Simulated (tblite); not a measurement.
Parent: `[CH3:1][CH2:2][C@@H:3]1[CH2:4][C@H:5]1[SiH3:6]` with C1–C2–C3–C4 154°, C5H12Si.

Computed geometry: GFN2-xTB, gas phase. One conformer each, not checked by frequencies here.

| coordinate of the parent | value |
| --- | --- |
| C1–C2 | 1.526 Å |
| C2–C3 | 1.510 Å |
| C3–C4 | 1.493 Å |
| C4–C5 | 1.506 Å |
| C5–Si6 | 1.880 Å |
| C3–C5 | 1.506 Å |
| C1–C2–C3 | 111.2° |
| C2–C3–C4 | 120.6° |
| C2–C3–C5 | 119.7° |
| C4–C3–C5 | 60.3° |
| C3–C4–C5 | 60.3° |
| C4–C5–Si6 | 120.8° |
| C3–C5–C4 | 59.4° |
| C3–C5–Si6 | 121.1° |

**Question.** How does the shared frame change in `[CH3:1][CH2:2][C@@H:3]1[CH2:4][C@@:5]1([SiH3:6])[O:7][CH:8]=[O:9]` with C1–C2–C3–C4 160°, C4–C5–O7–C8 -166°, C5–O7–C8–O9 2°, C6H12O2Si? Atoms pair as C1 = C1, C2 = C2, C3 = C3, C4 = C4, C5 = C5, Si6 = Si6 (parent first).

**Answer.** 
```csv
parent,relative,value in the relative,change
C1–C2,C1–C2,1.525 Å,-0.001
C2–C3,C2–C3,1.509 Å,-0.001
C3–C4,C3–C4,1.496 Å,+0.003
C4–C5,C4–C5,1.503 Å,-0.003
C5–Si6,C5–Si6,1.907 Å,+0.027
C3–C5,C3–C5,1.508 Å,+0.002
C1–C2–C3,C1–C2–C3,111.4°,+0.2
C2–C3–C4,C2–C3–C4,121.9°,+1.3
C2–C3–C5,C2–C3–C5,121.9°,+2.2
C4–C3–C5,C4–C3–C5,60.1°,-0.2
C3–C4–C5,C3–C4–C5,60.4°,+0.1
C4–C5–Si6,C4–C5–Si6,121.6°,+0.8
C3–C5–C4,C3–C5–C4,59.5°,+0.1
C3–C5–Si6,C3–C5–Si6,124.5°,+3.4
```

Of the parent's bonds, C5–Si6 changes most (+0.027 Å). Bonds of the relative outside the shared frame: C5–O7 1.436, O7–C8 1.294, C8=O9 1.206 Å. Point group C1 → C1.
